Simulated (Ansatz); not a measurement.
A structure drawn as `B[SiH2]OC`, with this starting geometry:

```xyz
11

B    -0.2113   -2.1260    0.8337
Si    0.4452   -0.4406    0.3353
O    -0.8082    0.3858   -0.4856
C    -0.3774    1.7357   -0.8605
H    -0.6045   -2.9493    0.0317
H    -0.2415   -2.4913    2.0209
H     0.8403    0.3278    1.5401
H     1.5600   -0.5876   -0.5527
H    -0.0238    2.3097    0.0655
H     0.5377    1.6037   -1.5573
H    -1.1165    2.2320   -1.3711
```

Charge 0, multiplicity 1.

(1) Does it keep its bonds when Ansatz relaxes it at PBE-D4/def2-SVP and then PBE0-D4/def2-TZVP?

(2) Give the relaxed structure. (Best estimate.)

Atoms count as bonded under 1.1 times the sum of their covalent radii (H–H under 0.85 Å, pairs among N, O and F under 1.55 Å), and a drawn bond as lost past 1.3 times.

Results:

(1) Yes, every drawn bond is still there and no new one forms.

(2) The calculation gave: 
Z-matrix (Å, degrees):
```
Si
O 1 1.648
B 1 1.999 2 111.2
H 1 1.498 2 110.0 3 121.8
H 1 1.498 2 109.9 3 -121.9
C 2 1.407 1 122.1 3 179.9
H 3 1.195 1 123.5 2 0.3
H 3 1.197 1 118.8 2 -179.8
H 6 1.097 2 111.5 1 61.2
H 6 1.097 2 111.5 1 -60.2
H 6 1.092 2 108.4 1 -179.5
```
All modes are real.
